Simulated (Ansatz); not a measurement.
Input file for Ansatz (a quantum-chemistry and plane-wave program): R-PBE/def2-TZVPP on GeH2O (SMILES [OH][GeH]), a point of a torsion scan.

Ansatz 0.2 input:
```yaml
crystal:
  periodic: [false, false, false]
  atoms:
    - {symbol: O, position_ang: [-0.90208985, 0.20865749, 0.25758943]}
    - {symbol: Ge, position_ang: [0.70813601, 0.77578940, -0.13832703]}
    - {symbol: H, position_ang: [-1.41239808, -0.45868227, -0.19750623]}
    - {symbol: H, position_ang: [0.97263459, -0.21200746, -1.49040087]}
basis:
  gaussian:
    orbitals: def2-TZVPP
hamiltonian:
  xc: {name: PBE}
scf: {lower_state_search: off}
```

The head of its log:

```
WARN ansatz: RAYON_NUM_THREADS=1 ignored (pool sized by the plan → 1); use --threads N
Functional definition: PBE
these checks for a lower state are left out or cut short: stability, starts, cluster_reference, orbital_swaps, neighbouring_geometries, increment
integrals: 0.03 GiB planned
627 factors; their error is unknown
mean field: 0.23 GiB planned
mean field evaluation 1: about -58580.4516 eV, gradient 6.8e1 eV
mean field evaluation 2: about -58499.9180 eV, gradient 1.8e2 eV
```

Q: Predict the final total energy.

A: -2153.0615 hartree.
